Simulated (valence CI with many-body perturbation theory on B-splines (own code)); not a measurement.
# Level structure of Ge²⁵⁺

Calculated by relativistic CI+MBPT: five valence electrons over a frozen Dirac-Fock core [He], a basis of 11 s, 11 p, 10 d, 8 f, 5 g, 2 h functions for each j, with the one-electron correlation potential Σ1 (screened to all orders), the two-electron term Σ2, the three-electron term Σ3, Breit, model QED; selected single and double excitations, second order for the rest, scaled by the run's own slope (own B-spline code, finite nucleus).

No measured levels were compared; by estimate levels of excited configurations hold to 0.05 to 0.15 % of their energy, terms of the ground configuration to about 0.5 %. Among the levels kept, up to 5600 cm⁻¹ of a level comes from second order outside the variational space, and about a tenth of that is noise between levels of different J, which matters for small intervals.

Levels 91 to 135 of 209, with energies above the lowest level, 2s²2p³ ⁴S°_3/2. "Leading %" is the weight of the configuration and term that name the level; weights of strongly mixed levels are sums over their largest components and can fall short, so below about 35 % the name and the second component can differ from the true leading terms, or belong to a minority configuration. In the jj column 3d3/2^4 stands for four electrons in 3d with j = 3/2.

| No. | Configuration | Term | J | E (eV) | Leading % | Second component | Leading jj | g |
| --- | --- | --- | --- | --- | --- | --- | --- | --- |
| 91 | 2s2p³3s | ⁴P° | 3/2 | 1624.8 | 56 | 16 % 2s2p³3s ⁴D° | 2s 2p1/2 2p3/2^2 3s (74 %) | 1.564 |
| 92 | 2s2p³3d | ⁶D° | 1/2 | 1625.0 | 88 | 9 % 2s2p³3d ⁴P° | 2s 2p1/2^2 2p3/2 3d3/2 (52 %) | 3.201 |
| 93 | 2s2p³3d | ⁶D° | 5/2 | 1625.1 | 85 | 6 % 2s2p³3d ⁴D° | 2s 2p1/2^2 2p3/2 3d3/2 (44 %) | 1.603 |
| 94 | 2s2p³3d | ⁶D° | 3/2 | 1625.1 | 83 | 6 % 2s2p³3d ⁴P° | 2s 2p1/2^2 2p3/2 3d3/2 (46 %) | 1.797 |
| 95 | 2s2p³3d | ⁶D° | 7/2 | 1625.3 | 84 | 8 % 2s2p³3d ⁴D° | 2s 2p1/2^2 2p3/2 3d3/2 (29 %) | 1.541 |
| 96 | 2s2p³3d | ⁶D° | 9/2 | 1626.3 | 87 | 11 % 2s2p³3d ⁴F° | 2s 2p1/2^2 2p3/2 3d5/2 (55 %) | 1.521 |
| 97 | 2s2p³3p | ⁴F | 5/2 | 1627.6 | 59 | 25 % 2s2p³3p ⁴D | 2s 2p1/2 2p3/2^2 3p1/2 (62 %) | 1.173 |
| 98 | 2s2p³3s | ⁴P° | 5/2 | 1631.0 | 41 | 38 % 2s2p³3s ²D° | 2s 2p1/2 2p3/2^2 3s (52 %) | 1.420 |
| 99 | 2s2p³3s | ²P° | 1/2 | 1631.2 | 69 | 14 % 2s2p³3s ²S° | 2s 2p1/2 2p3/2^2 3s (81 %) | 0.762 |
| 100 | 2s2p³3p | ⁴D | 5/2 | 1633.9 | 57 | 14 % 2s2p³3p ²F | 2s 2p1/2^2 2p3/2 3p3/2 (53 %) | 1.290 |
| 101 | 2s2p³3p | ⁴F | 7/2 | 1635.1 | 76 | 17 % 2s2p³3p ⁴D | 2s 2p1/2 2p3/2^2 3p3/2 (41 %) | 1.289 |
| 102 | 2s2p³3p | ⁴D | 3/2 | 1635.1 | 30 | 14 % 2s2p³3p ⁴F | 2s 2p1/2^2 2p3/2 3p3/2 (59 %) | 1.218 |
| 103 | 2s2p³3s | ²D° | 3/2 | 1635.5 | 51 | 35 % 2s2p³3s ²P° | 2s 2p1/2 2p3/2^2 3s (63 %) | 1.084 |
| 104 | 2s2p³3p | ²F | 5/2 | 1636.4 | 52 | 16 % 2s2p³3p ⁴D | 2s 2p1/2 2p3/2^2 3p3/2 (53 %) | 1.096 |
| 105 | 2s2p³3p | ²P | 1/2 | 1637.4 | 47 | 19 % 2s2p³3p ⁴D | 2s 2p1/2^2 2p3/2 3p3/2 (49 %) | 1.020 |
| 106 | 2s2p³3p | ⁴D | 7/2 | 1638.1 | 57 | 39 % 2s2p³3p ²F | 2s 2p1/2 2p3/2^2 3p1/2 (55 %) | 1.316 |
| 107 | 2s2p³3d | ⁴D° | 5/2 | 1641.0 | 76 | 10 % 2s2p³3d ²D° | 2s 2p1/2^2 2p3/2 3d5/2 (49 %) | 1.338 |
| 108 | 2s2p³3d | ⁴D° | 3/2 | 1642.5 | 80 | 6 % 2s2p³3d ²D° | 2s 2p1/2^2 2p3/2 3d5/2 (52 %) | 1.156 |
| 109 | 2s2p³3p | ⁴P | 1/2 | 1643.2 | 70 | 17 % 2s2p³3p ²P | 2s 2p1/2^2 2p3/2 3p3/2 (49 %) | 2.182 |
| 110 | 2s2p³3d | ⁴D° | 7/2 | 1644.5 | 81 | 10 % 2s2p³3d ²F° | 2s 2p1/2^2 2p3/2 3d3/2 (32 %) | 1.387 |
| 111 | 2s2p³3s | ⁴S° | 3/2 | 1644.8 | 60 | 26 % 2s2p³3s ²P° | 2s 2p1/2 2p3/2^2 3s (76 %) | 1.764 |
| 112 | 2s2p³3p | ⁴F | 9/2 | 1645.3 | 99 |  | 2s 2p1/2 2p3/2^2 3p3/2 (99 %) | 1.329 |
| 113 | 2s2p³3d | ⁴D° | 1/2 | 1645.3 | 91 | 7 % 2s2p³3d ²P° | 2s 2p1/2^2 2p3/2 3d5/2 (48 %) | 0.088 |
| 114 | 2s2p³3p | ²F | 7/2 | 1646.0 | 50 | 46 % 2s2p³3p ⁴D | 2s 2p1/2 2p3/2^2 3p3/2 (92 %) | 1.274 |
| 115 | 2s2p³3p | ⁴P | 3/2 | 1646.7 | 43 | 16 % 2s2p³3p ²D | 2s 2p1/2 2p3/2^2 3p3/2 (66 %) | 1.480 |
| 116 | 2s2p³3p | ⁴P | 5/2 | 1648.9 | 79 | 17 % 2s2p³3p ²D | 2s 2p1/2 2p3/2^2 3p1/2 (80 %) | 1.520 |
| 117 | 2s2p³3s | ²S° | 1/2 | 1649.9 | 51 | 43 % 2s2p³3s ²P° | 2s 2p1/2 2p3/2^2 3s (78 %) | 1.395 |
| 118 | 2s2p³3p | ²P | 3/2 | 1650.6 | 51 | 24 % 2s2p³3p ²D | 2s 2p1/2 2p3/2^2 3p3/2 (84 %) | 1.203 |
| 119 | 2s2p³3p | ⁴D | 1/2 | 1655.2 | 65 | 28 % 2s2p³3p ²P | 2s 2p1/2 2p3/2^2 3p1/2 (90 %) | 0.296 |
| 120 | 2s2p³3p | ²D | 5/2 | 1658.2 | 64 | 18 % 2s2p³3p ⁴P | 2s 2p1/2 2p3/2^2 3p3/2 (92 %) | 1.230 |
| 121 | 2s2p³3p | ⁴D | 3/2 | 1659.7 | 56 | 15 % 2s2p³3p ⁴F | 2s 2p1/2 2p3/2^2 3p1/2 (74 %) | 1.058 |
| 122 | 2s2p³3s | ²D° | 5/2 | 1661.5 | 73 | 21 % 2s2p³3s ⁴P° | 2s 2p3/2^3 3s (52 %) | 1.295 |
| 123 | 2s2p³3p | ⁴P | 1/2 | 1664.2 | 68 | 12 % 2s2p³3p ²S | 2s 2p1/2 2p3/2^2 3p1/2 (76 %) | 2.175 |
| 124 | 2s2p³3p | ⁴D | 5/2 | 1664.5 | 42 | 19 % 2s2p³3p ⁴F | 2s 2p1/2 2p3/2^2 3p1/2 (41 %) | 1.210 |
| 125 | 2s2p³3s | ²D° | 3/2 | 1665.2 | 62 | 28 % 2s2p³3s ²P° | 2s 2p3/2^3 3s (64 %) | 1.017 |
| 126 | 2s2p³3d | ⁴F° | 3/2 | 1667.0 | 77 | 7 % 2s2p³3d ⁴D° | 2s 2p1/2^2 2p3/2 3d3/2 (52 %) | 0.549 |
| 127 | 2s2p³3p | ⁴P | 3/2 | 1667.1 | 37 | 32 % 2s2p³3p ⁴S | 2s 2p1/2 2p3/2^2 3p3/2 (88 %) | 1.607 |
| 128 | 2s2p³3p | ²P | 1/2 | 1669.3 | 59 | 34 % 2s2p³3p ⁴D | 2s 2p1/2 2p3/2^2 3p3/2 (66 %) | 0.570 |
| 129 | 2s2p³3d | ⁴G° | 5/2 | 1669.4 | 59 | 23 % 2s2p³3d ⁴F° | 2s 2p1/2^2 2p3/2 3d3/2 (60 %) | 0.765 |
| 130 | 2s2p³3p | ⁴P | 3/2 | 1669.7 | 38 | 13 % 2s2p³3p ²P | 2s 2p1/2 2p3/2^2 3p1/2 (43 %) | 1.492 |
| 131 | 2s2p³3p | ⁴P | 5/2 | 1669.9 | 42 | 12 % 2s2p³3p ²D | 2s 2p1/2 2p3/2^2 3p3/2 (60 %) | 1.348 |
| 132 | 2s2p³3d | ⁴F° | 5/2 | 1671.6 | 67 | 11 % 2s2p³3d ⁴D° | 2s 2p1/2 2p3/2^2 3d3/2 (41 %) | 1.045 |
| 133 | 2s2p³3d | ⁴G° | 7/2 | 1671.8 | 63 | 20 % 2s2p³3d ⁴F° | 2s 2p1/2^2 2p3/2 3d5/2 (44 %) | 1.070 |
| 134 | 2s2p³3p | ²D | 3/2 | 1672.3 | 45 | 22 % 2s2p³3p ⁴P | 2s 2p1/2 2p3/2^2 3p3/2 (67 %) | 1.166 |
| 135 | 2s2p³3p | ⁴D | 7/2 | 1672.6 | 45 | 33 % 2s2p³3p ²F | 2s 2p1/2 2p3/2^2 3p3/2 (51 %) | 1.308 |

Names give the largest LS component (configuration and term), which can be under half, so a name can repeat, a term be missing and a line seem to break the LS rules; names also repeat where a configuration has a term twice.

Where two levels of one J and parity lie close, their mixing, g and order are uncertain.
